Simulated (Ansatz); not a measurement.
```xyz
13

C     1.300   -0.406   -0.963
B     0.151    0.107   -0.043
C     0.166    1.559    0.531
Si   -1.411   -1.085    0.429
F    -1.211   -2.598   -0.092
H     0.918   -0.273   -1.990
H     2.225    0.173   -0.900
H     1.517   -1.473   -0.876
H     0.709    2.272   -0.095
H    -0.804    1.979    0.808
H     0.742    1.482    1.468
H    -1.627   -1.158    1.903
H    -2.676   -0.579   -0.180
```

The species carries charge 0 and has multiplicity 1.

Q: List the PBE0/def2-TZVPP orbital energies in eV (the Gaussian-basis code of Ansatz). (Best estimate.)

A: The calculation gave: Occupied: -1802.87, -673.33, -277.76, -277.67, -184.71, -145.14, -99.85, -99.78, -99.75, -32.66, -20.34, -19.35, -15.43, -13.00, -12.35, -12.25, -12.25, -11.75, -11.31, -11.18, -10.96, -9.33, -9.28, -7.66. Lowest empty: -1.50, 0.24, 0.77, 1.96, 2.20, 2.39, 2.81, 2.95.
